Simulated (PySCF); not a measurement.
How the functional moves excitation energies

Species: C2H3F2GeN.
Structure used (PBE0-D3(BJ)/def2-SVP), in Å, numbered top down from 1:
```
atom  x, y, z in Å
C1     2.078    1.395   -0.293
C2     1.217    0.589   -0.003
Ge3   -0.143   -0.629    0.430
N4    -1.629   -0.338   -0.516
F5     0.367   -2.251    0.160
F6    -0.404   -0.611    2.140
H7     2.846    2.104   -0.550
H8    -1.868    0.632   -0.693
H9    -2.451   -0.884   -0.277
```

Linear-response calculations in the def2-SVPD basis (PySCF; singlets by full response, triplets Tamm–Dancoff, core orbitals frozen in the response; HF means time-dependent Hartree–Fock). 'Strongest' is the level of largest summed f among the singlets computed (10 roots, of which the last may lack a degenerate partner); it can jump between rows when another state enters that window. S1 is the lowest singlet of each run and needn't be the same state throughout; f(S1) is that of one state. One conformer (not necessarily the lowest) at the PBE0-D3(BJ)/def2-SVP geometry, without solvent, vibrations or thermal averaging. Relativistic effects, spin–orbit coupling among them, are left out although an element past zinc is present.

```
functional                               kind  S1 (eV)  f(S1)  strongest (eV)  T1 (eV)  HOMO (eV)  gap (eV)  ionisation energy, ΔSCF (eV)
       LDA                                LDA     5.35  0.005            6.34     5.10      -7.27      5.27                         11.17
       PBE                                GGA     5.42  0.005            6.29     4.96      -7.08      5.36                         10.86
     B3LYP  global hybrid, 20% exact exchange     6.08  0.001            6.80     4.97      -8.34      7.33                         11.11
      PBE0  global hybrid, 25% exact exchange     6.13  0.000            8.78     4.87      -8.61      7.82                         10.76
 BHandHLYP  global hybrid, 50% exact exchange     5.95  0.000            8.61     4.81     -10.00     10.22                         10.89
 CAM-B3LYP             range-separated hybrid     6.04  0.000            8.44     4.94     -10.08     10.39                         11.06
   wB97X-D             range-separated hybrid     6.12  0.000            8.69     5.05     -10.55     11.58                         11.01
   LC-wPBE             range-separated hybrid     6.10  0.000            9.59     4.82     -11.51     13.03                         11.18
        HF                       Hartree–Fock     5.49  0.000            9.84     4.17     -11.88     13.96                   not settled
```

S1 runs from 5.35 eV (LDA) to 6.13 eV (PBE0), a spread of 0.78 eV, while the orbital gap spreads over 8.7 eV. −ε(HOMO) comes closest to its own ΔSCF ionisation energy with LC-wPBE (+0.33 eV) and misses most with LDA (-3.90 eV). 'Not settled' means that the ion's SCF failed to converge or may have ended in another state than the lowest.
